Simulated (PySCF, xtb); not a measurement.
C₂HCl₂, SMILES Cl[C]=CCl, multiplicity 2.

Geometry: r2SCAN-D4/def2-SVP. The isomer is the one that the SMILES or the coordinates give; other isomers of the formula were not compared.

Computed with IEF-PCM-ωB97X/def2-SVP (PySCF).

The values are the electrostatic part of the solvation free energy, E(continuum) − E(gas) at the gas-phase geometry, in a cavity of scaled van der Waals radii (PySCF's table); cavitation and dispersion terms are not included. The dipole moment in vacuum is 0.71 D.

Task: Estimate the values in water (ε = 78.36), cyclohexanone (ε = 15.62), diethylether (ε = 4.24). (An estimate is asked for; the answer gives what the named calculation found.)

Result: 
| solvent | ε | ΔG(elec) (kcal/mol) | dipole (D) |
|---|---|---|---|
| water | 78.36 | -1.4 | 0.93 |
| cyclohexanone | 15.62 | -1.3 | 0.91 |
| diethylether | 4.24 | -1.0 | 0.86 |

For comparison, GFN2-xTB/ALPB(water) (xtb, at the GFN2-xTB geometry, all terms of that model) gives -1.5 kcal/mol.
